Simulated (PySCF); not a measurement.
Species: SiH2(NHiPr)2, C6H18N2Si.
Cartesian coordinates in Å at the PBE0-D3(BJ)/def2-SVP level; atoms count from 1:
```xyz
27
C6H18N2Si angstrom
Si     0.271   -0.005    0.167
H      0.400    0.235    1.642
H      1.664   -0.247   -0.335
N     -0.417    1.275   -0.781
C      0.157    2.545   -1.196
C      1.608    2.391   -1.627
C      0.012    3.625   -0.126
H     -1.423    1.339   -0.651
H     -0.407    2.882   -2.087
H      2.257    2.134   -0.774
H      1.981    3.333   -2.055
H      1.712    1.598   -2.381
H      0.585    3.355    0.776
H      0.376    4.602   -0.484
H     -1.042    3.746    0.171
N     -0.876   -1.288   -0.058
C     -1.015   -2.551    0.650
C     -0.822   -2.380    2.149
C     -0.089   -3.632    0.094
H     -1.172   -1.365   -1.028
H     -2.056   -2.895    0.499
H      0.218   -2.115    2.396
H     -1.057   -3.319    2.673
H     -1.476   -1.588    2.543
H      0.966   -3.353    0.251
H     -0.263   -4.605    0.581
H     -0.243   -3.764   -0.988
```

Jobs on this species (27 atoms, 82 electrons) with PySCF (density fitting). Hardware of each: one thread of an Intel Xeon at 2.70 GHz (shared host). The host was shared with other jobs, so the times are rough. Peak memory is the resident size of the whole Python process, interpreter and libraries included.

Question: Rank these jobs by wall time, shortest first.
A. PBE0-D3(BJ)/def2-SVP, grid level 1; geometry optimisation from a GFN2-xTB start shaken at random; 220 basis functions
B. KT2/pcSseg-1; shieldings; 250 basis functions
C. CAM-B3LYP/def2-SVPD; 10 singlets by full TDDFT, 4 Tamm–Dancoff triplets, polarisability, density and orbital grids written; 328 basis functions

Answer: B (1.9 min), C (4.2 min), A (7.2 min).

All jobs:

| level and settings | work | basis functions | SCF cycles | wall time | peak memory |
| --- | --- | --- | --- | --- | --- |
| KT2/pcSseg-1 | shieldings | 250 | 15 | 1.9 min | 1.1 GiB |
| PBE0/pcSseg-1 | shieldings, charges and field gradients, density and orbital grids written | 250 | 12 | 2.1 min | 1.3 GiB |
| delta-SCF UKS SCAN, pcX-2 on the ionised atom, pcseg-1 elsewhere, spin-free X2C | ΔSCF core ionisation, 5 holes | 262 | 76 | 2.4 min | 1.1 GiB |
| CAM-B3LYP/def2-SVPD | 10 singlets by full TDDFT, 4 Tamm–Dancoff triplets, polarisability, density and orbital grids written | 328 | 12 | 4.2 min | 1.9 GiB |
| PBE0-D3(BJ)/def2-SVP, grid level 1 | geometry optimisation from a GFN2-xTB start shaken at random | 220 | 76 | 7.2 min | 1.1 GiB |

Question: What do all jobs in the table cost together?

Answer: About 18 min; the longest takes about 40 % of that, and about 3.8 times as long as the shortest.
